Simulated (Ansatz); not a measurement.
C₂H₉NOSn, SMILES `C[NH][SnH2][O]C`. Total charge 0; spin multiplicity 1. Correlated methods include outer-core shells of Sn, which these sets cover unevenly. Sn takes the def2 core potential.

```xyz
14

C    -1.073   -1.797   -0.443
N    -1.239   -0.359   -0.358
Sn   -0.453    0.682    1.173
O     1.473    0.721    0.787
C     1.915    1.209   -0.455
H    -0.038   -2.062   -0.215
H    -1.718   -2.374    0.234
H    -1.267   -2.145   -1.464
H    -2.156   -0.057   -0.653
H    -0.493   -0.103    2.686
H    -1.115    2.255    1.100
H     1.399    0.737   -1.301
H     2.984    0.995   -0.547
H     1.783    2.297   -0.543
```

(1) Give the diagnostics of a CCSD(T)/def2-TZVPP run (frozen core, Ansatz 0.2.0). (Estimate.)

Results:

(1) Ansatz gave: T1 = 0.0130, largest single amplitude 0.019, largest double 0.027, (T) share of the correlation energy 3.5 %, 10 CCSD cycles. The RHF solution is stable towards an unrestricted one. T1 lies under the customary mark of 0.02 for closed shells.
